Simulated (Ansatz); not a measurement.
`C[SiH2][SiH2][AsH2]`. Charge 0, multiplicity 1. Correlated methods include outer-core shells of As, which these sets cover unevenly. Scalar relativity is left out up to krypton.

| atom | x (Å) | y (Å) | z (Å) |
| --- | --- | --- | --- |
| C1 | -0.336 | -1.593 | -1.369 |
| Si2 | 0.319 | 0.163 | -1.282 |
| Si3 | 0.837 | 0.734 | 0.926 |
| As4 | -1.106 | 0.389 | 2.245 |
| H5 | 0.415 | -2.303 | -1.017 |
| H6 | -1.225 | -1.705 | -0.744 |
| H7 | -0.603 | -1.857 | -2.394 |
| H8 | -0.707 | 1.121 | -1.784 |
| H9 | 1.530 | 0.311 | -2.139 |
| H10 | 1.882 | -0.186 | 1.459 |
| H11 | 1.354 | 2.127 | 1.029 |
| H12 | -0.561 | 1.191 | 3.419 |
| H13 | -1.798 | 1.609 | 1.651 |

(1) Give the diagnostics of a CCSD(T)/def2-TZVPP run (frozen core, Ansatz). (Estimate.)

Answers

(1) Computed: T1 = 0.0116, largest single amplitude 0.018, largest double 0.033, (T) share of the correlation energy 3.6 %, 9 CCSD cycles. The RHF solution is stable towards an unrestricted one. T1 lies under the customary mark of 0.02 for closed shells.
